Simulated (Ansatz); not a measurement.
Input file for Ansatz (a first-principles code): R-BHLYP/def2-TZVPPD on N2 (SMILES N#N). Files ending in .json are basis or fitting sets from the Basis Set Exchange.

Ansatz 0.2 input:
```yaml
crystal:
  periodic: [false, false, false]
  atoms:
    - {symbol: N, position_ang: [0.35979203, -0.03901225, 3.09924261]}
    - {symbol: N, position_ang: [-0.62280054, 0.08337772, 3.55682295]}
basis:
  gaussian:
    orbitals: def2-TZVPPD.json
hamiltonian:
  xc: {name: BHLYP}
scf: {lower_state_search: off}
```

Problem. What total energy does the run end on?

Solution. -109.5125 hartree.
